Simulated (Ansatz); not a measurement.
Computed with Ansatz on PBE0-D4/def2-TZVP structures; ΔE is electronic, products minus reactants. CCSD(T)/CBS adds triple-zeta CCSD(T) − MP2 to the extrapolated MP2 energy (def2 sets, frozen cores). DFT in def2-TZVPP. For Ge, Se outer-core shells are correlated without core-valence functions, which leaves a few kJ/mol of doubt a bond. Scalar relativity is left out up to krypton. Each species was taken in one conformer, which may not be the lowest.

Reaction (formal exchange of groups at the Se–Ge bond): `C[O][Ge]([F])([Cl])[SeH]` + `N=C[SiH3]` → `N=C[SiH2][SeH]` + `C[O][GeH]([F])[Cl]`

```
             level  ΔE (kJ/mol)
         r2SCAN-D4         -1.5
            B2PLYP          0.1
               PBE         -2.0
     HF/def2-TZVPP         -4.0
SCS-MP2/def2-TZVPP          0.3
SCS-MP2/def2-QZVPP         -2.2
      HF/CBS(def2)         -5.1
     MP2/CBS(def2)         -3.5
```

(1) What does CCSD(T)/CBS give? (Best estimate.)

Largest T1 diagnostic among the species: 0.012.

Answers

(1) Computed: -2.4 kJ/mol. The listed levels differ from it by 0.9, 2.5, 0.4, -1.6, 2.7, 0.2, -2.7, -1.1 kJ/mol.

In def2-TZVPP, CCSD(T) changes the Hartree–Fock value by +4.9 kJ/mol (the triples alone add +1.2 kJ/mol) and MP2 by +3.8 kJ/mol.
